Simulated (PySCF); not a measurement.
HfOBr₂, SMILES [O]=[Hf]([Br])[Br], multiplicity 1.

The structure is a stationary point at B3LYP-D3(BJ)/def2-SVP. The spin state was assumed, not searched. The def2 effective core potentials stand for the cores of Hf; spin–orbit coupling is left out.

These are TDA-PBE/def2-SVPD (PySCF 2.14.0) values and carry that method's errors.

Vertical excitations. Gas-phase values at a fixed geometry. State labels are in the subgroup Cs.

Computed lowest excited states:
```tsv
state	symmetry	energy (eV)	λ (nm)	f	main pairs
S1	A"	2.88	430	0.000	HOMO→LUMO 100 %
S2	A'	3.01	413	0.002	HOMO−1→LUMO 100 %
S3	A"	3.38	367	0.011	HOMO−2→LUMO 99 %
S4	A'	3.61	344	0.010	HOMO−3→LUMO 97 %
S5	A"	3.82	325	0.008	HOMO−4→LUMO 98 %
S6	A'	3.89	318	0.006	HOMO−5→LUMO 93 %
S7	A'	4.02	308	0.001	HOMO→LUMO+1 55 %, HOMO−6→LUMO 43 %
S8	A'	4.05	306	0.002	HOMO−6→LUMO 56 %, HOMO→LUMO+1 39 %
S9	A"	4.14	299	0.005	HOMO−1→LUMO+1 98 %
S10	A"	4.47	277	0.009	HOMO−7→LUMO 95 %
T1	A"	2.84	436	0	HOMO→LUMO 100 %
T2	A'	2.93	423	0	HOMO−1→LUMO 99 %
T3	A"	3.30	376	0	HOMO−2→LUMO 99 %
T4	A'	3.39	366	0	HOMO−3→LUMO 98 %
```
Triplets are in the Tamm–Dancoff approximation.
